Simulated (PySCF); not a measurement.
**Dipole response of Se²⁺ (selenium, charge +2)**

[Ar] 3d10 4s2 4p2, high-spin 3P determinant. All numbers are calculated (PySCF 2.14, scalar relativity through the core potential, in aug-cc-pVTZ-PP with ECP10MDF (6s5p4d2f, 55 functions)). Coupled (time-dependent) response in atomic units; α is the mean over directions.

```csv
method,mean α (bohr³),"α xx, yy, zz",C₆ (like pair),S(−4)
UHF,9.570,"9.603, 9.553, 9.553",44.10,25.70
PBE,9.352,"9.199, 9.429, 9.429",42.78,23.81
PBE0,9.352,"9.271, 9.392, 9.392",42.80,23.78
BP86,9.306,"9.141, 9.389, 9.389",42.48,23.55
wB97M-V,9.303,"9.228, 9.341, 9.341",42.12,24.08
```

S(−4) is the Cauchy moment in α(ω) = α(0) + S(−4) ω² + …

Spin-orbit coupling is absent.

α(iu) at PBE:

```csv
u (hartree),α(iu) (bohr³)
0,9.352
0.0500,9.293
0.100,9.120
0.200,8.493
0.300,7.631
0.500,5.796
0.750,3.998
1.00,2.829
1.50,1.593
2.00,1.020
3.00,0.5283
5.00,0.2218
```

A single London oscillator, α(iu) = α/(1 + u²/ω²), gives C₆ = (3/4) ω α². Matching the computed C₆ needs ω = 4 × 42.78 / (3 × 9.352²) = 0.652 hartree.

For an ion, C₆ is the dispersion term alone; charge-induced terms of lower order in 1/R come first.

The components differ because the open shell of this determinant is not spherical; for a pure term their mean is the scalar polarisability.

Energies and moments cover only the electrons outside the core potential.
